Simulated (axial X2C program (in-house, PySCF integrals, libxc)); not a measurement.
# BrGeBr⁻: properties at the nuclei

Calculated with an axial X2C code built on PySCF integrals: two-component X2C with atomic mean-field Coulomb and Gaunt terms, Gaussian nuclei, basis Br dyall-av3z, Ge dyall-v3z with contracted cores.

Br–Ge–Br held linear, with bonds 2.671 and 2.671 Å (near the PBE0 minimum at charge -1 of the determinant lowest at the starting distance; the state shown can have its own minimum elsewhere, held linear; other orders of the atoms were not compared).

Determinant lowest in the PBE0 search, Ω = 1/2 (⟨Sz⟩ = -0.50, ⟨Lz⟩ = 1.00 at PBE0), spin on the atoms Br 0.01, Ge -0.52, Br 0.01:

```
 level  A∥/gI Br (MHz)  qzz Br (a.u.)  A∥/gI Ge (MHz)  qzz Ge (a.u.)
  PBE0             225           0.99            1610           0.35
    HF             178           0.77            1760           0.87
r2SCAN             244           0.92            1750           0.33
```

Determinant 0.15 eV from it at PBE0 and this distance, Ω = 3/2 (⟨Sz⟩ = 0.50, ⟨Lz⟩ = 1.00 at PBE0), spin on the atoms Br -0.01, Ge 0.51, Br -0.01:

```csv
level,A∥/gI Br (MHz),qzz Br (a.u.),A∥/gI Ge (MHz),qzz Ge (a.u.)
PBE0,49.5,1.02,152,0.19
HF,28.2,0.79,122,0.72
r2SCAN,67.6,0.94,74.4,0.17
```

A∥ (defined per Ω) follows by multiplying with gI = μI/(I μN); qzz is the electric field gradient, eQq0 = 234.96 MHz × Q/barn × qzz. The operators were transformed with the bare-nucleus X2C matrices; with these basis sets, hyperfine constants and field gradients can be off by tens of per cent, and where levels differ in sign neither size nor sign is settled.

(1) With gI(79Br) = 1.4043, Q(79Br) = 0.3087 barn, gI(73Ge) = -0.1954 (g factors from the IAEA table of nuclear moments by Stone; Q from Pyykkö, Mol. Phys. 2018), turn the PBE0 values of the first state into constants in MHz.

The molecule was held linear; bending was not examined, so a bent shape may lie lower.

Each state is one determinant with collinear spin. Unrestricted Hartree–Fock can overshoot spin polarisation at the nuclei. For an anion, determinants above electron detachment, or with a positive highest level, are held by the basis set. The search compared states at one distance, so a state with another bond length can lie lower. Where a field gradient or hyperfine factor spreads by more than a factor of two over the levels, a constant derived from it is not to be relied on. PBE0 term energies can be off by some tenths of an eV.

Results:

(1) A∥(79Br) = 225 × 1.4043 = 316 MHz; eQq0(79Br) = 234.96 × (0.3087) × (0.99) = 71.8 MHz; A∥(73Ge) = 1610 × -0.1954 = -315 MHz.
